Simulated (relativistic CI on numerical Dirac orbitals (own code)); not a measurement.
d1 to d9 in one tetrahedral field

Computed with a parametric ligand-field model without spin-orbit coupling, by exact diagonalisation: B = 600, C = 2350, 10Dq = -3100 cm⁻¹ (Td; |10Dq|/B = 5.2) for every shell. Energies in cm⁻¹; the field energy is (0.6 n_e − 0.4 n_t2) × 10Dq of the ground term; g labels are left out.

| Shell | Ground term | Electrons in e | Field energy | First spin-allowed bands | Lowest term of other spin |
| --- | --- | --- | --- | --- | --- |
| d1 | 2E | 1.000 | -1860 | 2T2 3100 |  |
| d2 | 3A2 | 2.000 | -3720 | 3T2 3100, 3T1 5371 | 1E 8915 |
| d3 | 4T1 | 1.882 | -2113 | 4T2 2620, 4A2 5720 | 2E 8072 |
| d4 | 5T2 | 2.000 | -1240 | 5E 3100 | 3T1 9891 |
| d5 | 6A1 | 2.000 | 0 | none | 4T1 15968 |
| d6 | 5E | 3.000 | -1860 | 5T2 3100 | 3T1 10227 |
| d7 | 4A2 | 4.000 | -3720 | 4T2 3100, 4T1 5371 | 2E 10746 |
| d8 | 3T1 | 3.882 | -2113 | 3T2 2620, 3A2 5720 | 1T2 8444 |
| d9 | 2T2 | 4.000 | -1240 | 2E 3100 |  |

Every shell keeps the spin of the free ion. Tetrahedral fields of 3d complexes are almost always too weak to pair spins. High-spin d^(n+5) repeats the spin-allowed bands of d^n, since the half-filled shell is spherical.
